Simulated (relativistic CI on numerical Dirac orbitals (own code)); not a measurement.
**d1 to d9 in one octahedral field**

Computed with a parametric ligand-field model without spin-orbit coupling, by exact diagonalisation: B = 560, C = 2720, 10Dq = 24100 cm⁻¹ (Oh; |10Dq|/B = 43.0) for every shell. Energies in cm⁻¹; the field energy is (0.6 n_e − 0.4 n_t2) × 10Dq of the ground term; g labels are left out.

```
Shell  Ground term  Electrons in e  Field energy  First spin-allowed bands  Lowest term of other spin
   d1          2T2           0.000         -9640                  2E 24100                           
   d2          3T1           0.013        -18972      3T2 22802, 3T1 29905                   1T2 9024
   d3          4A2           0.000        -28920      4T2 24100, 4T1 30245                   2E 12526
   d4          3T1           0.023        -38016       3E 21606, 3T1 22311                   1T2 7722
   d5          2T2           0.041        -47209      2A2 20879, 2T1 21064                  4T1 11560
   d6          1A1           0.033        -57044      1T1 22208, 1T2 29943                  3T1 16469
   d7           2E           1.023        -42832      2T1 22060, 2T2 22731                  4T1 11337
   d8          3A2           2.000        -28920      3T2 24100, 3T1 30245                    1E 9843
   d9           2E           3.000        -14460                 2T2 24100
```

Low spin: d4, d5, d6, d7; the other shells keep the spin of the free ion. Only d4 to d7 can choose; the field needed to pair spins is smallest for d6 and largest for d5, which loses most exchange energy. In the strong-field picture 10Dq must exceed about 6B + 5C = 16960 (d4), 7.5B + 5C = 17800 (d5), 2.5B + 4C = 12280 (d6) and 4B + 4C = 13120 (d7); mixing of terms shifts these bounds somewhat.
